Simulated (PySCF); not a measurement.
First hyperpolarisability: `COC1=CC(=O)C[Se]1`, C$_{5}$H$_{6}$O$_{2}$Se

Molfile (atoms numbered from 1):
```
C5H6O2Se
     RDKit          3D

 14 14  0  0  0  0  0  0  0  0999 V2000
    2.5653    0.3141   -0.0618 C   0  0  0  0  0  0  0  0  0  0  0  0
    1.5877   -0.2584   -0.9112 O   0  0  0  0  0  0  0  0  0  0  0  0
    0.3214   -0.2194   -0.5130 C   0  0  0  0  0  0  0  0  0  0  0  0
   -0.2386    0.2809    0.6094 C   0  0  0  0  0  0  0  0  0  0  0  0
   -1.6682    0.1514    0.7264 C   0  0  0  0  0  0  0  0  0  0  0  0
   -2.3586    0.5321    1.6457 O   0  0  0  0  0  0  0  0  0  0  0  0
   -2.2924   -0.5546   -0.4812 C   0  0  0  0  0  0  0  0  0  0  0  0
   -0.8723   -1.0035   -1.7440 Se  0  0  0  0  0  2  0  0  0  0  0  0
    3.5180    0.1844   -0.5711 H   0  0  0  0  0  0  0  0  0  0  0  0
    2.5881   -0.1965    0.9042 H   0  0  0  0  0  0  0  0  0  0  0  0
    2.3698    1.3784    0.0923 H   0  0  0  0  0  0  0  0  0  0  0  0
    0.3117    0.7583    1.4016 H   0  0  0  0  0  0  0  0  0  0  0  0
   -2.8052   -1.4630   -0.1609 H   0  0  0  0  0  0  0  0  0  0  0  0
   -3.0274    0.0954   -0.9587 H   0  0  0  0  0  0  0  0  0  0  0  0
  1  2  1  0
  2  3  1  0
  3  4  2  0
  4  5  1  0
  5  6  2  0
  5  7  1  0
  7  8  1  0
  8  3  1  0
  1  9  1  0
  1 10  1  0
  1 11  1  0
  4 12  1  0
  7 13  1  0
  7 14  1  0
M  END
```

Level of theory: quadratic response B3LYP/def2-SVPD first hyperpolarisability, Taylor convention, gas phase in PySCF 2.14.0. Geometry: GFN2-xTB.

The calculation is non-relativistic, which matters for the atoms heavier than Zn.

(1) Give β for the processes computed.

(2) Which lowest excitations, dipole and polarisabilities go with it?

Results:

(1) In au, Taylor convention; the vector part is βᵢ = ⅓ Σⱼ (βᵢⱼⱼ + βⱼᵢⱼ + βⱼⱼᵢ); β∥ is 3/5 of the vector part along the dipole, the dipole points from − to +:
| process | λ (nm) | β vector norm | β∥ | β HRS | depolarisation ratio |
| --- | --- | --- | --- | --- | --- |
| static β(0;0,0) | ∞ | 257.7 | 0.1 | 136.8 | 2.87 |
| second harmonic β(−2ω;ω,ω) | 1907 | 259.8 | 5.5 | 142.0 | 2.75 |
| Pockels β(−ω;ω,0) | 1907 | 258.5 | 1.8 | – | – |
| second harmonic β(−2ω;ω,ω) | 1340 | 259.8 | 12.7 | 147.7 | 2.61 |
| Pockels β(−ω;ω,0) | 1340 | 259.3 | 3.6 | – | – |

(2) S1 4.15 eV (f = 0.000); S2 4.29 eV (f = 0.083); S3 4.40 eV (f = 0.000); dipole 3.52 D; isotropic α 95.2 au static, 95.6 au at 1907 nm, 96.0 au at 1340 nm, 96.8 au at 953.5 nm, 98.7 au at 670 nm.
